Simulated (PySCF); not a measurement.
**Atomic charges by several schemes**

C11H11ClO2.
Numbering: `[CH3:1][C@@H:2]([Cl:3])[C:4]1=[CH:5][C@:6]2([O:7][CH:8]=[O:9])[CH:10]=[CH:11][C@H:12]1[CH:13]=[CH:14]2` (hydrogens: H15, H16, H17 on C1; H18 on C2; H19 on C5; H20 on C8; H21 on C10; H22 on C11; H23 on C12; H24 on C13; H25 on C14)

Cartesian coordinates in Å at the PBE0-D3(BJ)/def2-SVP level; atoms count from 1:
```
atom  x, y, z in Å
C1    -4.4026   -0.8536    1.0909
C2    -3.9783    0.5953    1.1362
Cl3   -4.8417    1.4342    2.5087
C4    -2.5190    0.8318    1.2945
C5    -1.5576   -0.0821    1.4246
C6    -0.1655    0.5413    1.5487
O7     0.8822   -0.3936    1.7728
C8     1.1022   -1.3362    0.8571
O9     0.4917   -1.4911   -0.1598
C10   -0.2409    1.4858    2.7456
C11   -1.2017    2.3963    2.6198
C12   -1.9763    2.2681    1.3091
C13   -0.9386    2.3316    0.1886
C14    0.0234    1.4220    0.3120
H15   -3.9504   -1.3471    0.2171
H16   -5.4952   -0.9310    1.0119
H17   -4.0832   -1.3811    2.0006
H18   -4.3371    1.1280    0.2411
H19   -1.6837   -1.1632    1.4366
H20    1.9542   -1.9646    1.1905
H21    0.4485    1.3527    3.5793
H22   -1.4498    3.1632    3.3533
H23   -2.7758    3.0111    1.2128
H24   -1.0118    3.0656   -0.6146
H25    0.8687    1.2696   -0.3586
```

Density: PBE0/pcSseg-1 (PySCF); schemes: Mulliken, IAO, Hirshfeld and ESP-fitted. Isolated species at its PBE0-D3(BJ)/def2-SVP geometry (one conformer only).

Task: Tabulate the Mulliken, IAO, Hirshfeld and ESP-fitted charges.

Result: In e; atoms taken as equivalent share a row and are averaged (×n: the atom named and its like, n in all):

| atom | environment | Mulliken | IAO | Hirshfeld | ESP-fitted |
| --- | --- | --- | --- | --- | --- |
| C1 | methyl carbon | -0.199 | -0.413 | -0.119 | -0.461 |
| C2 | sp3 C–Cl carbon | -0.265 | -0.067 | +0.020 | +0.049 |
| Cl3 | alkyl chlorine | -0.132 | -0.148 | -0.076 | -0.184 |
| C4 | fully substituted alkene carbon | -0.063 | +0.002 | -0.009 | -0.041 |
| C5 | alkene CH carbon | +0.077 | -0.161 | -0.060 | -0.374 |
| C6 | sp3 carbon bound to oxygen | -0.023 | +0.191 | +0.089 | +0.948 |
| O7 | ester single-bonded oxygen | -0.476 | -0.332 | -0.097 | -0.545 |
| C8 | ester carbonyl carbon | +0.413 | +0.398 | +0.181 | +0.520 |
| O9 | ester carbonyl oxygen | -0.395 | -0.439 | -0.240 | -0.498 |
| C10 | alkene CH carbon | +0.005 | -0.157 | -0.062 | -0.460 |
| C11 | alkene CH carbon | +0.015 | -0.140 | -0.047 | -0.206 |
| C12 | sp3 carbon at a ring junction | -0.271 | -0.142 | -0.029 | +0.199 |
| C13 | alkene CH carbon | -0.003 | -0.151 | -0.051 | -0.238 |
| C14 | alkene CH carbon | +0.004 | -0.158 | -0.064 | -0.428 |
| H15/H16/H17 | methyl hydrogen | +0.138 | +0.152 | +0.047 | +0.153 |
| H18 | methine hydrogen | +0.171 | +0.161 | +0.047 | +0.131 |
| H19 | vinylic hydrogen | +0.095 | +0.164 | +0.051 | +0.216 |
| H20 | formyl hydrogen | +0.109 | +0.130 | +0.064 | +0.076 |
| H21 | vinylic hydrogen | +0.105 | +0.166 | +0.055 | +0.217 |
| H22 | vinylic hydrogen | +0.109 | +0.163 | +0.057 | +0.177 |
| H23 | methine hydrogen | +0.095 | +0.152 | +0.042 | +0.037 |
| H24 | vinylic hydrogen | +0.106 | +0.159 | +0.056 | +0.171 |
| H25 | vinylic hydrogen | +0.108 | +0.166 | +0.053 | +0.235 |

Mean size of the charges over all atoms: ESP-fitted 0.275 e, IAO 0.185 e, Mulliken 0.146 e, Hirshfeld 0.068 e. Each set sums to the total charge, 0, to within 0.001 e. The ESP scheme fits charges at the nuclei, held to the total charge, to the electrostatic potential on points at 1.4 to 2.0 times the van der Waals radii.

Lowest charge. The schemes don't all agree: Mulliken O7 (-0.476); IAO O9 (-0.439); Hirshfeld O9 (-0.240); ESP-fitted O7 (-0.545).

Highest charge. The schemes don't all agree: Mulliken C8 (+0.413); IAO C8 (+0.398); Hirshfeld C8 (+0.181); ESP-fitted C6 (+0.948).

Task: Sum the charges by element, for elements with more than one atom.

Result: 
```csv
element,atoms,Mulliken,IAO,Hirshfeld,ESP-fitted
C,11,-0.309,-0.800,-0.151,-0.493
O,2,-0.871,-0.771,-0.337,-1.043
H,11,+1.312,+1.718,+0.564,+1.720
```

Task: How many electrons does the Mulliken scheme count on C11?

Result: Z − q = 6 − (+0.015) = 5.985.
